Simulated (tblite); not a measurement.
Compound: C5H6NO2S (doublet state).
Numbering: `[CH3:1][S:2](=[O:3])(=[O:4])[CH2:5]/[CH:6]=[C:7]\[C:8]#[N:9]` (hydrogens: H10, H11, H12 on C1; H13, H14 on C5; H15 on C6)

The geometry is computed with GFN2-xTB (gas phase). This method treats the open shell by occupation alone, without spin polarisation.

Entries marked ? are missing. Bonds in one row agree within 0.01 Å.

```tsv
coordinate	value
C1–S2	1.811 Å
S2=O3, S2=O4	?
S2–C5	?
C5–C6	1.482 Å
C6=C7	1.299 Å
C7–C8	1.318 Å
C8≡N9	?
C1–H10, C1–H11, C1–H12	1.082 Å
C5–H13, C5–H14	1.086 Å
C6–H15	1.087 Å
C1–S2–O3	109.0°
C1–S2–C5	?
O3–S2–O4	118.3°
O3–S2–C5	?
S2–C5–C6	107.2°
C5–C6–C7	?
C6–C7–C8	175.9°
C7–C8–N9	179.2°
```

Question: Fill in the missing values.

Answer: 
- S2=O3, S2=O4 = 1.434 Å, drawn double (ends: sulfur bonded to 2 C and 2 O; oxygen bonded to S); 0.28 Å below the sum of covalent radii, 1.71 Å.
- S2–C5 = 1.846 Å, drawn single (ends: sulfur bonded to 2 C and 2 O; carbon bonded to C, S and 2 H); 0.04 Å above the sum of covalent radii, 1.81 Å.
- C8≡N9 = 1.169 Å, drawn triple (ends: carbon bonded to C and N; nitrogen bonded to C); 0.23 Å below the sum of covalent radii, 1.40 Å.
- C1–S2–C5 = 103.9°, at the sulfur bonded to 2 C and 2 O; the outer atoms are 2.879 Å apart.
- O3–S2–C5 = 107.6°, at the sulfur bonded to 2 C and 2 O; the outer atoms are 2.658 Å apart.
- C5–C6–C7 = 125.2°, at the carbon bonded to 2 C and H; the outer atoms are 2.470 Å apart.

Radii are Cordero's, carbon taken as 0.76, 0.73 or 0.69 Å for four, three, and two or fewer neighbours.

Its GFN2-xTB frequencies are all real (lowest 22 cm⁻¹). Torsions: C1–S2–C5–C6 70°, S2–C5–C6–C7 -105°. 3 starts were optimised and ended at 0.00, 1.23 and 1.26 kcal/mol (GFN2-xTB); the lowest of these is shown.

Time: 0.96 s wall. Hardware: Arm Neoverse V2, one thread, shared host with 96 logical CPUs at a one-minute load of 37. These figures are those of the optimisation.

One conformer stands for the species.
